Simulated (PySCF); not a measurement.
HO₂, SMILES O[O], multiplicity 2. Atoms are numbered in the order given.

```xyz
3

O     -0.1250    -0.5979     0.0000
O      0.0274     0.7188     0.0000
H      0.7808    -0.9671     0.0000
```
Charge 0, spin multiplicity 2.

The structure is a stationary point at B3LYP-D3(BJ)/def2-TZVPD. The isomer is the one that the SMILES or the coordinates give; other isomers of the formula were not compared.

Method: PBE/def2-TZVPD in PySCF.

Isolated molecule, no solvent.

Question: Estimate the frontier levels, dipole moment and polarisability. (An estimate is asked for; the answer gives what the named calculation found.)

Answer: 
```yaml
"α spin, highest occupied and lowest empty level": -6.69 and -0.90 eV
"β spin, highest occupied and lowest empty level": -6.27 and -4.79 eV
dipole_moment: 2.23 D
quadrupole, principal values (traceless, Buckingham form, about the centre of nuclear charge): -2.25, -0.55, 2.80 D·Å
mean_static_polarisability: 14.1 bohr³ (2.08 Å³)
polarisability_principal_values: 10.4, 12.4, 19.4 bohr³
"⟨S²⟩": 0.752 (pure state 0.75)
```
